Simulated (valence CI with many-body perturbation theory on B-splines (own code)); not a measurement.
**Cd⁴¹⁺: calculated level list**

Method: configuration interaction combined with many-body perturbation theory (CI+MBPT): five valence electrons over a frozen Dirac-Fock core [He], radial functions for each j: 11 s, 11 p, 10 d, 8 f, 5 g, 2 h, with the one-electron correlation potential Σ1, the two-electron term Σ2, the three-electron term Σ3, Breit, model QED; selected CI, second order for the rest, scaled by the run's own slope (own B-spline code, finite nucleus).

No measured spectrum was set against this ion. As an estimate, large intervals hold to a few tenths of a per cent, small ones and those within an open d or f shell to about a per cent. Among the levels kept, up to 7100 cm⁻¹ of a level comes from second order outside the variational space, and about a tenth of that is noise between levels of different J, which matters for small intervals.

Levels 136 to 180 of 205, with energies above the lowest level, (2s^2 2p1/2^2 2p3/2) J=3/2. "Leading %" is the weight of the configuration and term that name the level; weights of strongly mixed levels are sums over their largest components and can fall short. In the jj column 3d3/2^4 stands for four electrons in 3d with j = 3/2. Lifetimes count E1, E2, E3, M1 and M2 decay at the calculated energies, and are blank where another channel may lead or the interval is too uncertain; long ones can be off by a factor of two.

```csv
No.,Configuration,Term,J,E (× 10³ cm⁻¹),Leading %,Leading jj,Lifetime
136,2s2p³3p,⁴P,3/2,34428,32,2s 2p1/2 2p3/2^2 3p3/2 (99 %),34.9 fs
137,2s2p³3d,⁶D°,7/2,34438,36,2s 2p1/2 2p3/2^2 3d3/2 (60 %),13.1 fs
138,2s2p³3p,⁴P,5/2,34478,47,2s 2p1/2 2p3/2^2 3p3/2 (94 %),22.2 fs
139,2s2p³3d,⁶D°,9/2,34480,41,2s 2p1/2 2p3/2^2 3d5/2 (94 %),11.4 ps
140,2s2p³3p,²P,1/2,34510,66,2s 2p1/2 2p3/2^2 3p3/2 (94 %),68.8 fs
141,2s2p³3d,⁴D°,7/2,34522,55,2s 2p1/2 2p3/2^2 3d5/2 (61 %),50.7 fs
142,2s2p³3p,⁴P,3/2,34531,30,2s 2p1/2 2p3/2^2 3p3/2 (96 %),28.9 fs
143,2s2p³3p,²F,7/2,34567,75,2s 2p1/2 2p3/2^2 3p3/2 (95 %),20.3 fs
144,2s2p³3p,²P,1/2,34610,45,2s 2p1/2 2p3/2^2 3p3/2 (94 %),13.5 fs
145,2s2p³3p,²D,5/2,34611,41,2s 2p1/2 2p3/2^2 3p3/2 (96 %),94.2 fs
146,2s2p³3d,⁴D°,1/2,34633,51,2s 2p1/2 2p3/2^2 3d5/2 (90 %),8.91 fs
147,2s2p³3d,⁴F°,9/2,34641,44,2s 2p1/2 2p3/2^2 3d3/2 (82 %),4.02 ps
148,2s2p³3p,²D,5/2,34643,45,2s 2p1/2 2p3/2^2 3p3/2 (94 %),153 fs
149,2s2p³3p,²P,3/2,34646,36,2s 2p1/2 2p3/2^2 3p3/2 (96 %),33.0 fs
150,2s2p³3d,⁴P°,5/2,34661,40,2s 2p1/2 2p3/2^2 3d5/2 (62 %),4.72 fs
151,2s2p³3d,⁴D°,7/2,34681,49,2s 2p1/2 2p3/2^2 3d3/2 (82 %),4.94 fs
152,2s2p³3d,⁴D°,3/2,34690,29,2s 2p1/2 2p3/2^2 3d5/2 (79 %),4.49 fs
153,2s2p³3d,⁴D°,5/2,34724,67,2s 2p1/2 2p3/2^2 3d3/2 (69 %),3.42 fs
154,2s2p³3d,⁴G°,11/2,34725,100,2s 2p1/2 2p3/2^2 3d5/2 (100 %),14.6 ps
155,2s2p³3d,⁴P°,3/2,34742,52,2s 2p1/2 2p3/2^2 3d3/2 (86 %),3.04 fs
156,2s2p³3p,²P,1/2,34744,63,2s 2p1/2 2p3/2^2 3p3/2 (94 %),44.8 fs
157,2s2p³3d,²G°,9/2,34751,53,2s 2p1/2 2p3/2^2 3d5/2 (84 %),2.48 ps
158,2s2p³3p,²D,3/2,34757,43,2s 2p1/2 2p3/2^2 3p3/2 (93 %),31.3 fs
159,2s2p³3d,²S°,1/2,34836,47,2s 2p1/2 2p3/2^2 3d5/2 (93 %),7.48 fs
160,2s2p³3d,²P°,3/2,34898,41,2s 2p1/2 2p3/2^2 3d5/2 (80 %),4.70 fs
161,2s2p³3d,²F°,7/2,34906,55,2s 2p1/2 2p3/2^2 3d5/2 (77 %),6.54 fs
162,2s2p³3d,⁴F°,3/2,34918,55,2s 2p1/2 2p3/2^2 3d3/2 (82 %),12.2 fs
163,2s2p³3d,²D°,5/2,34919,42,2s 2p1/2 2p3/2^2 3d5/2 (74 %),4.96 fs
164,2s2p³3s,⁴P°,5/2,35002,20,2s 2p1/2 2p3/2^2 3d3/2 (57 %),15.1 fs
165,2s2p³3d,⁴D°,1/2,35003,54,2s 2p1/2 2p3/2^2 3d3/2 (90 %),7.96 fs
166,2s2p³3s,⁴P°,5/2,35023,17,2s 2p1/2 2p3/2^2 3d5/2 (52 %),11.3 fs
167,2s2p³3d,²D°,3/2,35023,37,2s 2p1/2 2p3/2^2 3d3/2 (92 %),53.3 fs
168,2s2p³3d,²F°,5/2,35061,26,2s 2p1/2 2p3/2^2 3d5/2 (51 %),22.0 fs
169,2s2p³3d,²G°,7/2,35069,52,2s 2p1/2 2p3/2^2 3d3/2 (82 %),96.6 fs
170,2p⁴3s,⁴P,5/2,35099,69,2p1/2^2 2p3/2^2 3s (94 %),125 fs
171,2s2p³3d,⁴D°,7/2,35117,46,2s 2p1/2 2p3/2^2 3d5/2 (91 %),24.1 fs
172,2s2p³3d,²D°,5/2,35119,44,2s 2p1/2 2p3/2^2 3d3/2 (55 %),36.4 fs
173,2s2p³3s,²P°,3/2,35120,28,2s 2p3/2^3 3s (66 %),10.7 fs
174,2s2p³3d,⁴D°,3/2,35130,12,2s 2p1/2 2p3/2^2 3d3/2 (38 %),5.61 fs
175,2s2p³3d,⁴D°,5/2,35164,38,2s 2p1/2 2p3/2^2 3d3/2 (55 %),5.61 fs
176,2p⁴3s,²P,3/2,35164,53,2p1/2^2 2p3/2^2 3s (93 %),29.0 fs
177,2s2p³3d,²D°,5/2,35180,37,2s 2p1/2 2p3/2^2 3d3/2 (50 %),4.30 fs
178,2s2p³3d,²P°,1/2,35190,54,2s 2p1/2 2p3/2^2 3d3/2 (86 %),3.49 fs
179,2s2p³3d,²G°,9/2,35201,78,2s 2p1/2 2p3/2^2 3d5/2 (95 %),992 fs
180,2s2p³3d,²D°,3/2,35204,36,2s 2p1/2 2p3/2^2 3d3/2 (94 %),3.43 fs
```

Where two levels of one J and parity lie close, their mixing, g and order are uncertain.
